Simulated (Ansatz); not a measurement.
Basis-set series for C6H15Ga (`C[CH](C)[GaH][CH](C)C`). Total charge 0; spin multiplicity 1. The structure was optimised at the PBE0-D4/def2-TZVP level. It is one conformer, not always the lowest.

```xyz
22

C     2.5069    0.4810    1.5482
C     1.6606    0.8382    0.3300
C     0.8050    2.0736    0.5848
Ga    0.6127   -0.7207   -0.3342
C    -1.2783   -0.5551   -0.9389
C    -2.1820   -0.6367    0.2923
C    -1.6700   -1.5988   -1.9754
H     3.1484    1.3192    1.8468
H     3.1531   -0.3807    1.3628
H     1.8821    0.2386    2.4144
H     2.3486    1.0650   -0.4984
H     1.4216    2.9346    0.8711
H     0.2236    2.3650   -0.2939
H     0.0952    1.9082    1.4019
H     1.2921   -2.1532   -0.3319
H    -1.3955    0.4436   -1.3764
H    -3.2379   -0.5342    0.0125
H    -1.9649    0.1473    1.0242
H    -2.0862   -1.6015    0.8026
H    -1.0789   -1.5166   -2.8918
H    -1.5304   -2.6144   -1.5918
H    -2.7259   -1.5023   -2.2588
```

```json
{"functional": "PBE0-D4", "basis": "def2-SVP", "functions": "191", "energy (Eh)": "-2161.55611", "HOMO (eV)": "-6.62", "LUMO (eV)": "-1.00"}
{"functional": "PBE0-D4", "basis": "def2-TZVPP", "functions": "444", "energy (Eh)": "-2162.05855", "HOMO (eV)": "-6.63", "LUMO (eV)": "-1.06"}
{"functional": "ωB97M-V", "basis": "def2-SVP", "functions": "191", "energy (Eh)": "-2161.82137", "HOMO (eV)": "-8.77", "LUMO (eV)": "0.65"}
{"functional": "ωB97M-V", "basis": "def2-TZVPP", "functions": "444", "energy (Eh)": "-2162.34027", "HOMO (eV)": "-8.79", "LUMO (eV)": "0.54"}
```

Task: Give the rows for def2-QZVPP. (Best estimate.)

Result: Ansatz gave: 
```
functional       basis  functions  energy (Eh)  HOMO (eV)  LUMO (eV)
   PBE0-D4  def2-QZVPP        881  -2162.11567      -6.64      -1.12
   ωB97M-V  def2-QZVPP        881  -2162.39607      -8.80       0.35
```

Positive LUMOs are unbound and depend on the basis. Scalar relativity is left out up to krypton.
